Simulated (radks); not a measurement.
Dynamic dipole polarisability and lines of the phosphorus ion P5+, [Ne]. Method: non-relativistic Kohn-Sham, LDA (Slater exchange, VWN5 correlation), spin-unpolarised, spherical densities, point nucleus; computed with a radial shooting solver on a logarithmic mesh with Libxc functionals. Time-dependent linear response with the Hartree and adiabatic LDA kernel, continuum included through the Sternheimer equations. Lines are the poles of the dipole polarisability below minus the highest occupied eigenvalue, found on a grid refined at the orbital gaps; the lowest seven at most are given, and weak or close lines can be missed. The first line takes the name of the lowest orbital gap if no other gap lies below it; otherwise a line is named after a gap within 0.6 % of it, if that gap stands alone.

| photon energy (eV) | alpha (bohr^3) |
|---|---|
| 0 | 0.1109 |
| 16.401 | 0.1117 |
| 36.082 | 0.1150 |
| 55.763 | 0.1217 |
| 75.444 | 0.1345 |
| 95.125 | 0.1565 |
| 114.81 | 0.2074 |
| 134.49 | 0.1081 |
| 154.17 | 0.9537 |
| 173.85 | 0.2723 |
| 193.53 | -0.1437 |

Lines (eV, oscillator strength): 130.17 (9.525 nm, 2p-3s), f = 0.203; 157.44 (7.875 nm, unassigned), f = 1.13; 167.50 (7.402 nm, 2p-4s), f = 0.0313; 177.00 (7.005 nm, 2p-4d), f = 0.382; 185.44 (6.686 nm, unassigned), f = 0.194; 188.63 (6.573 nm, unassigned), f = 0.253. Higher lines, where found, are left out when the end of the mesh affects them. Those listed give 56 % of the static polarisability (sum of f/w^2). Orbital energy gaps for comparison: 2p-3s 129.72 eV; 2p-3d 155.72 eV; 2p-4s 167.36 eV; 2p-4d 176.25 eV; 2p-5s 180.95 eV.
